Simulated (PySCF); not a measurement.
H$_{6}$GeO$_{2}$P$_{2}$ (SMILES [OH][Ge]([OH])([PH2])[PH2]), singlet, geometry from GFN2-xTB; SA2-CASSCF(6,5)/STO-3G (PySCF).

The PySCF input:
```python
from pyscf import gto, scf, mcscf
import numpy

mol = gto.M(
    atom='''
O    -0.41494496   -1.19372808    1.41242898
Ge   -0.02895039   -0.20516054    0.00731355
O    -0.17157353   -1.42924853   -1.29848229
P     2.23723892    0.44549077    0.18832173
P    -1.84786652    1.30784943   -0.12576797
H    -0.34421935   -2.13362765    1.25729797
H     0.29748495   -1.26276936   -2.11189479
H     2.04003378    1.57724563   -0.59457298
H     1.96432489    1.14144707    1.35459169
H    -2.66160277    0.26892756   -0.55584591
H    -1.51804751    1.65762415   -1.43348983
''',
    basis='sto-3g',
    verbose=4,
)

mf = scf.RHF(mol)
mf.kernel()
mc = mcscf.CASSCF(mf, 5, 6)
mc.fix_spin_(ss=0.0)
mc = mc.state_average_([0.5, 0.5])
mc.kernel()
```

What the program printed (banner, timings and long lists left out):

```
PySCF version 2.14.0

[INPUT] verbose = 4
[INPUT] num. atoms = 11
[INPUT] num. electrons = 84
[INPUT] charge = 0
[INPUT] spin (= nelec alpha-beta = 2S) = 0
[INPUT] symmetry False subgroup None
[INPUT] Mole.unit = angstrom
[INPUT] Symbol           X                Y                Z      unit          X                Y                Z       unit  Magmom
[INPUT]  1 O     -0.414944960000  -1.193728080000   1.412428980000 AA   -0.784132331169  -2.255819138403   2.669103942599 Bohr   0.0
[INPUT]  2 Ge    -0.028950390000  -0.205160540000   0.007313550000 AA   -0.054708308299  -0.387697232168   0.013820606498 Bohr   0.0
[INPUT]  3 O     -0.171573530000  -1.429248530000  -1.298482290000 AA   -0.324226981925  -2.700888285637  -2.453775905698 Bohr   0.0
[INPUT]  4 P      2.237238920000   0.445490770000   0.188321730000 AA    4.227768834018   0.841855546322   0.355876493004 Bohr   0.0
[INPUT]  5 P     -1.847866520000   1.307849430000  -0.125767970000 AA   -3.491961637553   2.471477234869  -0.237667018543 Bohr   0.0
[INPUT]  6 H     -0.344219350000  -2.133627650000   1.257297970000 AA   -0.650480298276  -4.031971910299   2.375948820272 Bohr   0.0
[INPUT]  7 H      0.297484950000  -1.262769360000  -2.111894790000 AA    0.562165081680  -2.386288248892  -3.990902756996 Bohr   0.0
[INPUT]  8 H      2.040033780000   1.577245630000  -0.594572980000 AA    3.855105129061   2.980562271867  -1.123580093267 Bohr   0.0
[INPUT]  9 H      1.964324890000   1.141447070000   1.354591690000 AA    3.712036061766   2.157022347987   2.559807304712 Bohr   0.0
[INPUT] 10 H     -2.661602770000   0.268927560000  -0.555845910000 AA   -5.029700287684   0.508199435748  -1.050396537360 Bohr   0.0
[INPUT] 11 H     -1.518047510000   1.657624150000  -1.433489830000 AA   -2.868694037978   3.132455660965  -2.708903181049 Bohr   0.0

nuclear repulsion = 584.167339095893
number of shells = 30
number of NR pGTOs = 156
number of NR cGTOs = 52
basis = sto-3g
ecp = {}

******** <class 'pyscf.scf.hf.RHF'> ********
method = RHF
initial guess = minao
damping factor = 0
level_shift factor = 0
DIIS = <class 'pyscf.scf.diis.CDIIS'>
diis_start_cycle = 1
diis_space = 8
diis_damp = 0
SCF conv_tol = 1e-09
SCF conv_tol_grad = None
SCF max_cycles = 50
direct_scf = True
direct_scf_tol = 1e-13
Set gradient conv threshold to 3.16228e-05
Initial guess from minao.
init E= -2873.79803539297
  HOMO = -0.407910677988115  LUMO = -0.088735645111959  gap/eV = 8.68520
cycle= 1 E= -2876.59862710677  delta_E= -2.8  |g|= 0.682  |ddm|= 3.89
  HOMO = -0.129032004956118  LUMO = 0.305326910546749  gap/eV = 11.81951
cycle= 2 E= -2876.7887386705  delta_E= -0.19  |g|= 0.14  |ddm|= 1.39
  HOMO = -0.229480985751824  LUMO = 0.289221587670132  gap/eV = 14.11462
cycle= 3 E= -2876.79686245376  delta_E= -0.00812  |g|= 0.0287  |ddm|= 0.256
  HOMO = -0.241490945770902  LUMO = 0.278725346525808  gap/eV = 14.15581
cycle= 4 E= -2876.79739987523  delta_E= -0.000537  |g|= 0.00746  |ddm|= 0.0723
  HOMO = -0.241484774850725  LUMO = 0.280609345974155  gap/eV = 14.20690
cycle= 5 E= -2876.79744917908  delta_E= -4.93e-05  |g|= 0.00145  |ddm|= 0.0276
  HOMO = -0.241480475342123  LUMO = 0.280847782900833  gap/eV = 14.21328
cycle= 6 E= -2876.79745102074  delta_E= -1.84e-06  |g|= 0.000396  |ddm|= 0.00499
  HOMO = -0.241521821787656  LUMO = 0.280868822274851  gap/eV = 14.21497
cycle= 7 E= -2876.79745114546  delta_E= -1.25e-07  |g|= 7.74e-05  |ddm|= 0.00136
  HOMO = -0.241534711345305  LUMO = 0.280863212431862  gap/eV = 14.21517
cycle= 8 E= -2876.79745115078  delta_E= -5.32e-09  |g|= 2.23e-05  |ddm|= 0.000258
  HOMO = -0.241533587913508  LUMO = 0.280863247932535  gap/eV = 14.21514
cycle= 9 E= -2876.79745115121  delta_E= -4.23e-10  |g|= 5.56e-06  |ddm|= 7.45e-05
  HOMO = -0.241533475097356  LUMO = 0.280863879628053  gap/eV = 14.21516
Extra cycle  E= -2876.79745115125  delta_E= -4e-11  |g|= 2.52e-06  |ddm|= 1.34e-05
converged SCF energy = -2876.79745115125

******** <class 'pyscf.mcscf.addons.StateAverageCASSCF'> ********
CAS (3e+3e, 5o), ncore = 39, nvir = 8
max_cycle_macro = 50
max_cycle_micro = 4
conv_tol = 1e-07
conv_tol_grad = None
orbital rotation max_stepsize = 0.02
orbital rotation threshold for CI restart = 0.01
augmented hessian ah_max_cycle = 30
augmented hessian ah_conv_tol = 1e-12
augmented hessian ah_linear dependence = 1e-14
augmented hessian ah_level shift = 1e-08
augmented hessian ah_start_tol = 2.5
augmented hessian ah_start_cycle = 3
augmented hessian ah_grad_trust_region = 3
kf_trust_region = 3
kf_interval = 4
ci_response_space = 4
ci_grad_trust_region = 3
with_dep4 0
natorb = False
canonicalization = True
sorting_mo_energy = False
ao2mo_level = 2
internal_rotation = False
******** <class 'pyscf.mcscf.addons.StateAverageSpinPenaltyFCISolver'> ********
max. cycles = 50
conv_tol = 1e-08
davidson only = True
linear dependence = 1e-12
level shift = 0.001
max iter space = 12
nroots = 2
pspace_size = 400
spin = None
State-average over 2 states with weights [0.5, 0.5]
CASCI E = -2876.63603008747  S^2 = 0.0000000
Set conv_tol_grad to 0.000316228
macro iter   1 ( 21 JK    4 micro), CASSCF E = -2876.64511289447  dE = -9.08280700e-03  S^2 = 0.0000000
               |grad[o]|=0.049  |ddm|=0.0598  |maxRot[o]|=0.262
macro iter   2 ( 21 JK    4 micro), CASSCF E = -2876.64951605934  dE = -4.40316486e-03  S^2 = 0.0000000
               |grad[o]|=0.0232  |ddm|=0.0355  |maxRot[o]|=0.233
macro iter   3 ( 21 JK    4 micro), CASSCF E = -2876.65421517800  dE = -4.69911866e-03  S^2 = 0.0000000
               |grad[o]|=0.014  |ddm|=0.0275  |maxRot[o]|=0.209
macro iter   4 ( 21 JK    4 micro), CASSCF E = -2876.65458828669  dE = -3.73108692e-04  S^2 = 0.0000000
               |grad[o]|=0.0109  |ddm|=0.0538  |maxRot[o]|=0.0949
macro iter   5 (  7 JK    2 micro), CASSCF E = -2876.65696485765  dE = -2.37657096e-03  S^2 = 0.0000000
               |grad[o]|=0.0105  |ddm|=0.0248  |maxRot[o]|=0.0698
macro iter   6 (  7 JK    2 micro), CASSCF E = -2876.65863313243  dE = -1.66827477e-03  S^2 = 0.0000000
               |grad[o]|=0.00879  |ddm|=0.023  |maxRot[o]|=0.0698
macro iter   7 (  6 JK    2 micro), CASSCF E = -2876.65934845468  dE = -7.15322251e-04  S^2 = 0.0000000
               |grad[o]|=0.00639  |ddm|=0.0271  |maxRot[o]|=0.0499
macro iter   8 ( 15 JK    4 micro), CASSCF E = -2876.65939061794  dE = -4.21632612e-05  S^2 = 0.0000000
               |grad[o]|=0.00395  |ddm|=0.0357  |maxRot[o]|=0.0665
macro iter   9 (  5 JK    2 micro), CASSCF E = -2876.65957838972  dE = -1.87771784e-04  S^2 = 0.0000000
               |grad[o]|=0.00233  |ddm|=0.00248  |maxRot[o]|=0.0284
macro iter  10 ( 12 JK    4 micro), CASSCF E = -2876.65958041018  dE = -2.02045658e-06  S^2 = 0.0000000
               |grad[o]|=0.000716  |ddm|=0.0032  |maxRot[o]|=0.00803
macro iter  11 (  9 JK    4 micro), CASSCF E = -2876.65958208115  dE = -1.67097005e-06  S^2 = 0.0000000
               |grad[o]|=0.000586  |ddm|=0.000641  |maxRot[o]|=0.00116
macro iter  12 (  7 JK    3 micro), CASSCF E = -2876.65959470194  dE = -1.26207897e-05  S^2 = 0.0000000
               |grad[o]|=0.000535  |ddm|=0.000309  |maxRot[o]|=0.0111
macro iter  13 (  3 JK    1 micro), CASSCF E = -2876.65959492624  dE = -2.24300948e-07  S^2 = 0.0000000
               |grad[o]|=8.38e-05  |ddm|=0.000109  |maxRot[o]|=0.00154
macro iter  14 (  1 JK    1 micro), CASSCF E = -2876.65959492803  dE = -1.78897608e-09  S^2 = 0.0000000
               |grad[o]|=2.05e-05  |ddm|=3.04e-05  |maxRot[o]|=    0
1-step CASSCF converged in  14 macro (156 JK  41 micro) steps
CASSCF canonicalization
Density matrix diagonal elements [1.80596557 1.95685912 1.66313008 0.53527115 0.03877408]
CASSCF energy = -2876.65959492803
CASCI E = -2876.65959492803  E(CI) = -5.87937632708508  S^2 = 0.0000000
CASCI state-averaged energy = -2876.65959492803
CASCI energy for each state
  State 0 weight 0.5  E = -2876.82241699527 S^2 = 0.0000000
  State 1 weight 0.5  E = -2876.49677286079 S^2 = 0.0000000
```
